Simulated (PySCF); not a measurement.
# B⁺ (boron, charge +1) across methods

[He] 2s1 2p1, high-spin 3P determinant (an excited configuration). Computed with PySCF 2.14 in dyall-acv3z (15s9p4d2f, 76 functions), with scalar relativity by spin-free X2C-1e.

```tsv
method	E (hartree)	mean ε 1s β (eV)	mean ε 2s α (eV)	mean ε 2p α (eV)	Σ⟨r²⟩ (bohr²)	⟨S²⟩
M06-L	-24.2018	-196.19	-20.802	-15.072	7.730	2.000
PBE0	-24.1643	-199.94	-22.155	-16.271	7.832	2.000
PBE	-24.1544	-192.66	-20.513	-14.740	7.869	2.000
M06-2X	-24.1855	-207.03	-23.568	-17.198	7.860	2.000
LDA	-23.8949	-190.75	-20.405	-14.559	7.948	2.000
UHF	-24.12906	-221.02	-26.709	-20.587	7.823	2.000
B97-3	-24.1945	-200.87	-22.187	-16.280	7.797	2.000
r2SCAN0	-24.1903	-202.20	-22.440	-16.516	7.782	2.000
```

(1) Estimate the same row for r2SCAN.

## Answers

(1) E (hartree) = -24.1900; mean ε 1s β (eV) = -195.76; mean ε 2s α (eV) = -20.948; mean ε 2p α (eV) = -15.118; Σ⟨r²⟩ (bohr²) = 7.795; ⟨S²⟩ = 2.000.
